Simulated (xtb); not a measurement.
In(Cl)2(OMe) (CH3Cl2InO), SMILES C[O][In]([Cl])[Cl]. All values are semi-empirical tight-binding results from xtb (GFN2-xTB unless named), good for trends rather than for accurate numbers. Coordinates come from a GFN2-xTB optimisation. The structure was generated by enumeration; whether it is a known compound was not checked. Other conformers were not sampled.

The geometry has at least one imaginary mode, so it is a saddle point at that level.

For metal compounds this method's bond lengths and energies can be far off.

Computed properties:
```json
{
 "orbital_gap": "2.51 eV"
}
```
